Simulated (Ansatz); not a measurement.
Consider the homolysis of the Ge–Sn bond: `[F][SnH]([Cl])[GeH3]` → `[GeH3]`• + `[F][SnH][Cl]`•.

Isolated molecules relaxed with PBE0-D4/def2-TZVP in Ansatz; ΔE leaves out vibrations. CCSD(T)/CBS adds triple-zeta CCSD(T) − MP2 to the extrapolated MP2 energy (def2 sets, frozen cores). DFT in def2-TZVPP. B3LYP here is the variant with VWN-RPA as its local correlation; programs differ in this. Open shells (•) are unrestricted, without spin–orbit coupling. Elements past krypton have def2 core potentials. For Ge, Sn outer-core shells are correlated without core-valence functions, which leaves a few kJ/mol of doubt a bond. Scalar relativity is left out up to krypton.

```json
{"level": "BLYP-D4", "ΔE (kJ/mol)": "242.8"}
{"level": "ωB97M-V", "ΔE (kJ/mol)": "267.4"}
{"level": "r2SCAN", "ΔE (kJ/mol)": "250.5"}
{"level": "B3LYP", "ΔE (kJ/mol)": "242.9"}
{"level": "HF/def2-SVP", "ΔE (kJ/mol)": "198.0"}
{"level": "MP2/def2-SVP", "ΔE (kJ/mol)": "265.7"}
{"level": "CCSD(T)/def2-TZVPP", "ΔE (kJ/mol)": "273.7"}
{"level": "MP2/def2-QZVPP", "ΔE (kJ/mol)": "291.3"}
```

(1) What does CCSD(T)/CBS give? (Estimate.)

Largest T1 diagnostic among the species: 0.017.

Results:

(1) The calculation gave: +289.9 kJ/mol. The listed levels differ from it by -47.1, -22.5, -39.4, -47.0, -91.9, -24.2, -16.2, 1.4 kJ/mol.

Leaving LDA and LC-ωPBE aside and taking each functional with its dispersion term where it has one, the values, not all of them listed here, spread over 37.8 kJ/mol, from BLYP-D4 to ωB97X-V. LDA lies +45.6 kJ/mol from PBE without D4, its usual overbinding. At CCSD(T), def2-SVP lies −28.2 kJ/mol from the extrapolated value and def2-TZVPP −16.1 kJ/mol: correlation converges slowly with the basis, and small sets miss more of it in the bonded molecule than in its fragments. From PBE to PBE0 (25 % exact exchange), in def2-TZVPP and without D4, ΔE moves by +8.5 kJ/mol.
